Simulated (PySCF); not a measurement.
Isomers of C6H6FNO2, mass 143.038 u with the commonest isotopes. Method used: PBE0/def2-SVPD in PySCF (dipole) on a GFN2-xTB geometry, gas phase. One conformer each, none proved a minimum here; rigid rotors.

Problem. Order these by rotational constant C, largest first.
A. `[O:1]=[CH:2][NH:3][C@@H:4]1[CH:5]=[CH:6][O:7][CH:8]=[C:9]1[F:10]` with O1–C2–N3–C4 2°, C2–N3–C4–C5 -114°
B. `N#C[C@@H]1OC[C@@]12CO[C@H]2F`
C. `[CH3:1][O:2]/[CH:3]=[C:4](/[C:5]#[N:6])[O:7]/[CH:8]=[CH:9]/[F:10]` with C1–O2–C3–C4 2°, C3–C4–O7–C8 -165°, C4–O7–C8–C9 -177°

Solution. B (936.1 MHz), A (758.9 MHz), C (552.5 MHz).

Problem. Order these by out-of-plane moment Σ m c² = (Ia + Ib − Ic)/2, smallest first.
A. `[CH3:1][O:2]/[CH:3]=[C:4](/[C:5]#[N:6])[O:7]/[CH:8]=[CH:9]/[F:10]` with C1–O2–C3–C4 2°, C3–C4–O7–C8 -165°, C4–O7–C8–C9 -177°
B. `[O:1]=[CH:2][NH:3][C@@H:4]1[CH:5]=[CH:6][O:7][CH:8]=[C:9]1[F:10]` with O1–C2–N3–C4 2°, C2–N3–C4–C5 -114°
C. `N#C[C@@H]1OC[C@@]12CO[C@H]2F`

Solution. A (3.02 u·Å²), B (28.63 u·Å²), C (41.95 u·Å²).

Problem. Order these by radius of gyration √(Σ m r²/M), smallest first.
A. `[O:1]=[CH:2][NH:3][C@@H:4]1[CH:5]=[CH:6][O:7][CH:8]=[C:9]1[F:10]` with O1–C2–N3–C4 2°, C2–N3–C4–C5 -114°
B. `[CH3:1][O:2]/[CH:3]=[C:4](/[C:5]#[N:6])[O:7]/[CH:8]=[CH:9]/[F:10]` with C1–O2–C3–C4 2°, C3–C4–O7–C8 -165°, C4–O7–C8–C9 -177°
C. `N#C[C@@H]1OC[C@@]12CO[C@H]2F`

Solution. C (2.017 Å), A (2.204 Å), B (2.533 Å).

```tsv
SMILES	point group	Ia (u·Å²)	Ib (u·Å²)	Ic (u·Å²)	κ	μa (D)	μb (D)	μc (D)
N#C[C@@H]1OC[C@@]12CO[C@H]2F	C1	256.61	367.15	539.86	-0.15	2.74	4.08	0.43
CO/C=C(/C#N)O/C=C/F	C1	290.93	629.88	914.76	-0.58	2.03	4.08	0.02
O=CN[C@@H]1C=COC=C1F	C1	210.06	513.09	665.89	-0.73	2.79	1.42	2.46
```
